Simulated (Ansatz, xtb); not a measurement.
**Two isomers of C4H2ClF3**

Structure X: `FC(F)(F)C#CCCl`, a singlet. Structure Y: `F/C=C/C(Cl)=C(F)F`, a singlet. Both are isolated molecules in the gas phase, relaxed with PBE0-D3(BJ)/def2-SVP; the shapes shown needn't be the lowest conformers.

X (Å):

```yaml
atoms:
  - { symbol: C, position_ang: [1.3133, -1.8843, 0.7522] }
  - { symbol: C, position_ang: [0.7802, -0.6723, 1.3850] }
  - { symbol: C, position_ang: [0.3416, 0.3256, 1.9063] }
  - { symbol: C, position_ang: [-0.1978, 1.5202, 2.5223] }
  - { symbol: Cl, position_ang: [0.9349, 2.2471, 3.6993] }
  - { symbol: F, position_ang: [1.5545, -2.8329, 1.6554] }
  - { symbol: F, position_ang: [0.4482, -2.3760, -0.1347] }
  - { symbol: F, position_ang: [2.4537, -1.6315, 0.1125] }
  - { symbol: H, position_ang: [-0.4169, 2.2797, 1.7579] }
  - { symbol: H, position_ang: [-1.1301, 1.2877, 3.0570] }
```

Y (Å):

```tsv
atom	x (Å)	y (Å)	z (Å)
C	-1.8992	0.9301	-0.1668
C	-0.5781	0.8770	0.0212
C	0.2000	1.9282	0.6461
C	1.5275	1.8361	0.8189
Cl	-0.5894	3.3650	1.1985
F	-2.5548	-0.0655	-0.7453
F	2.2258	0.7949	0.4394
F	2.2788	2.7445	1.3719
H	-2.5405	1.7651	0.1261
H	-0.0369	-0.0113	-0.3131
```

Question: Estimate E(Y) − E(X) at the level CCSD(T)/def2-SVP + ΔMP2/def2-TZVPP.

Answer: Not settled: CCSD(T)/def2-SVP + ΔMP2/def2-TZVPP gives E(Y) − E(X) = −1.09 kcal/mol, but this leans on the basis-set step: CCSD(T) alone gives −0.19 kcal/mol.

Level by level:

```json
{"level": "GFN2-xTB", "geometry": "GFN2-xTB", "E(Y) − E(X) (kcal/mol)": "−8.49", "departure from the last row (kcal/mol)": "−7.39", "job, with rough time for the two": "optimisation, 0.17 s"}
{"level": "HF/STO-3G", "geometry": "GFN2-xTB", "E(Y) − E(X) (kcal/mol)": "−0.54", "departure from the last row (kcal/mol)": "+0.55", "job, with rough time for the two": "single point, 1 s"}
{"level": "r2SCAN-D4/def2-SVP", "geometry": "GFN2-xTB", "E(Y) − E(X) (kcal/mol)": "−7.10", "departure from the last row (kcal/mol)": "−6.01", "job, with rough time for the two": "single point, 3.9 s"}
{"level": "PBE0-D3(BJ)/def2-SVP", "geometry": "PBE0-D3(BJ)/def2-SVP", "E(Y) − E(X) (kcal/mol)": "−6.71", "departure from the last row (kcal/mol)": "−5.62", "job, with rough time for the two": "optimisation, 51 s"}
{"level": "HF/def2-SVP", "geometry": "PBE0-D3(BJ)/def2-SVP", "E(Y) − E(X) (kcal/mol)": "+4.56", "departure from the last row (kcal/mol)": "+5.65", "job, with rough time for the two": "part of the CCSD(T) run"}
{"level": "MP2/def2-SVP", "geometry": "PBE0-D3(BJ)/def2-SVP", "E(Y) − E(X) (kcal/mol)": "+2.83", "departure from the last row (kcal/mol)": "+3.92", "job, with rough time for the two": "part of the CCSD(T) run"}
{"level": "CCSD(T)/def2-SVP", "geometry": "PBE0-D3(BJ)/def2-SVP", "E(Y) − E(X) (kcal/mol)": "−0.19", "departure from the last row (kcal/mol)": "+0.90", "job, with rough time for the two": "single point"}
{"level": "CCSD(T)/def2-SVP + ΔMP2/def2-TZVPP", "geometry": "PBE0-D3(BJ)/def2-SVP", "E(Y) − E(X) (kcal/mol)": "−1.09", "departure from the last row (kcal/mol)": "", "job, with rough time for the two": "single point, 75 s"}
```

As drawn, Y has 2 C=C in place of 1 C–C, 1 C≡C.

HF/def2-SVP, MP2/def2-SVP put the two in the other order. CCSD(T)/def2-SVP finds them nearly level. The largest departure from CCSD(T)/def2-SVP + ΔMP2/def2-TZVPP is that of GFN2-xTB, 7.39 kcal/mol. The last row adds to CCSD(T) the change of the MP2 difference between the two basis sets, here −0.90 kcal/mol.

With thermal terms from frequencies at re-optimised GFN2-xTB minima (ideal gas, soft modes damped towards free rotors, one conformer each, 298.15 K, 1 atm): on the last row, ΔE + ΔZPE = −0.70, ΔH = −0.83, ΔG = +0.16 kcal/mol.

The correlated steps freeze 12 core orbitals. Run with Ansatz 0.2.0, xtb 6.7.1; the last row on 2 threads of Intel(R) Xeon(R) Platinum 8488C (Sapphire Rapids) on a shared host.
